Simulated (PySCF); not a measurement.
C2H6N (SMILES [CH2]CN), doublet, geometry from GFN2-xTB; M062X/STO-3G in PySCF.

PySCF was given this input:
```python
from pyscf import gto, scf, dft

mol = gto.Mole()
mol.atom = '''
    C     1.18853712   -0.42423795   -0.00475233
    C     0.11863727    0.59050040   -0.00356732
    N    -1.21229979   -0.05001142    0.00719856
    H     1.48344962   -0.89295660    0.91586697
    H     1.45611355   -0.91757714   -0.92112399
    H     0.15672993    1.21860401   -0.89696538
    H     0.16753083    1.22769330    0.88264099
    H    -1.30480657   -0.63928977    0.82914715
    H    -1.31596525   -0.64396854   -0.81003784
'''
mol.basis = 'sto-3g'
mol.spin = 1
mol.verbose = 4
mol.build()

mf = dft.UKS(mol)
mf.xc = 'm062x'
mf.conv_tol_grad = 1e-3
mf.kernel()
mf.analyze()
```

What the program printed (banner, timings and long lists left out):

```
PySCF version 2.14.0

[INPUT] verbose = 4
[INPUT] num. atoms = 9
[INPUT] num. electrons = 25
[INPUT] charge = 0
[INPUT] spin (= nelec alpha-beta = 2S) = 1
[INPUT] symmetry False subgroup None
[INPUT] Mole.unit = angstrom
[INPUT] Symbol           X                Y                Z      unit          X                Y                Z       unit  Magmom
[...]
nuclear repulsion = 76.7189743441913
number of shells = 15
number of NR pGTOs = 63
number of NR cGTOs = 21
basis = sto-3g
ecp = {}

******** <class 'pyscf.dft.uks.UKS'> ********
method = UKS
initial guess = minao
damping factor = 0
level_shift factor = 0
DIIS = <class 'pyscf.scf.diis.CDIIS'>
diis_start_cycle = 1
diis_space = 8
diis_damp = 0
SCF conv_tol = 1e-09
SCF conv_tol_grad = 0.001
SCF max_cycles = 50
direct_scf = True
direct_scf_tol = 1e-13
number electrons alpha = 13  beta = 12
XC library pyscf.dft.libxc version 7.1.2
    S. Lehtola, C. Steigemann, M. J. T. Oliveira, and M. A. L. Marques,  SoftwareX 7, 1–5 (2018)
XC functionals = m062x
    Y. Zhao and D. G. Truhlar,  Theor. Chem. Acc. 120, 215 (2008)
    Y. Zhao and D. G. Truhlar,  Theor. Chem. Acc. 120, 215 (2008)
radial grids:
    Treutler-Ahlrichs [JCP 102, 346 (1995); DOI:10.1063/1.469408] (M4) radial grids

becke partition: Becke, JCP 88, 2547 (1988); DOI:10.1063/1.454033
pruning grids: <function nwchem_prune>
grids dens level: 3
symmetrized grids: False
atomic radii adjust function: <function treutler_atomic_radii_adjust>
small_rho_cutoff = 0
tot grids = 100992
init E= -133.045459202821

cycle= 1 E= -132.750466789237  delta_E= 0.295  |g|= 0.196  |ddm|= 2.52
cycle= 2 E= -132.773036335078  delta_E= -0.0226  |g|= 0.103  |ddm|= 0.403
cycle= 3 E= -132.78022595385  delta_E= -0.00719  |g|= 0.0216  |ddm|= 0.157
cycle= 4 E= -132.780761549306  delta_E= -0.000536  |g|= 0.00659  |ddm|= 0.0484
cycle= 5 E= -132.780853938012  delta_E= -9.24e-05  |g|= 0.00222  |ddm|= 0.0232
cycle= 6 E= -132.780866470209  delta_E= -1.25e-05  |g|= 0.000458  |ddm|= 0.0106
cycle= 7 E= -132.780867051346  delta_E= -5.81e-07  |g|= 0.000168  |ddm|= 0.00221
cycle= 8 E= -132.780867098669  delta_E= -4.73e-08  |g|= 5.4e-05  |ddm|= 0.00058
cycle= 9 E= -132.78086710387  delta_E= -5.2e-09  |g|= 1.06e-05  |ddm|= 0.0002
cycle= 10 E= -132.780867104117  delta_E= -2.47e-10  |g|= 1.71e-06  |ddm|= 4.73e-05
Extra cycle  E= -132.780867104121  delta_E= -4.23e-12  |g|= 7.54e-07  |ddm|= 4.02e-06
converged SCF energy = -132.780867104121  <S^2> = 0.75596275  2S+1 = 2.0059539
**** SCF Summaries ****
Total Energy =                        -132.780867104121455
Nuclear Repulsion Energy =              76.718974344191338
One-electron Energy =                 -330.786834187351076
Two-electron Energy =                  121.286992739038283
Two-electron Coulomb Energy =          141.347439792626119
DFT Exchange-Correlation Energy =      -20.060447053587829
**** MO energy ****
                             alpha | beta                alpha | beta
[...]
To work with the spin densities directly, `use mulliken_meta_spin()` only printing them here.

 ** Mulliken spin pop alpha/beta on meta-lowdin orthogonal AOs **
 ** Mulliken Spin Density (per AO)  **
spin_pop of  0 C 1s       -0.00001
spin_pop of  0 C 2s        0.05703
spin_pop of  0 C 2px       0.56934
spin_pop of  0 C 2py       0.38433
spin_pop of  0 C 2pz       0.03520
spin_pop of  1 C 1s       -0.00000
spin_pop of  1 C 2s       -0.00942
spin_pop of  1 C 2px      -0.02958
spin_pop of  1 C 2py      -0.02060
spin_pop of  1 C 2pz      -0.00336
spin_pop of  2 N 1s        0.00000
spin_pop of  2 N 2s        0.00044
spin_pop of  2 N 2px       0.08298
spin_pop of  2 N 2py       0.00104
spin_pop of  2 N 2pz       0.00336
spin_pop of  3 H 1s       -0.03925
spin_pop of  4 H 1s       -0.03924
spin_pop of  5 H 1s        0.00792
spin_pop of  6 H 1s        0.00724
spin_pop of  7 H 1s       -0.00371
spin_pop of  8 H 1s       -0.00370
 ** Mulliken Spin Density (per atom)  **
spin density of  0 C =      1.04589
spin density of  1 C =     -0.06297
spin density of  2 N =      0.08782
spin density of  3 H =     -0.03925
spin density of  4 H =     -0.03924
spin density of  5 H =      0.00792
spin density of  6 H =      0.00724
spin density of  7 H =     -0.00371
spin density of  8 H =     -0.00370
 ** Mulliken pop alpha/beta on meta-lowdin orthogonal AOs **
 ** Mulliken pop       alpha | beta **
[...]
In total            13.00000 | 12.00000
 ** Mulliken atomic charges   ( Nelec_alpha | Nelec_beta ) **
charge of  0C =     -0.10116  (     3.57352      2.52763 )
charge of  1C =     -0.01606  (     2.97655      3.03951 )
charge of  2N =     -0.27107  (     3.67944      3.59162 )
charge of  3H =      0.03540  (     0.46268      0.50193 )
charge of  4H =      0.03523  (     0.46277      0.50201 )
charge of  5H =      0.04840  (     0.47976      0.47184 )
charge of  6H =      0.04841  (     0.47941      0.47218 )
charge of  7H =      0.11042  (     0.44293      0.44664 )
charge of  8H =      0.11043  (     0.44294      0.44663 )
Dipole moment(X, Y, Z, Debye):  0.69388, -1.16457,  0.00031
```
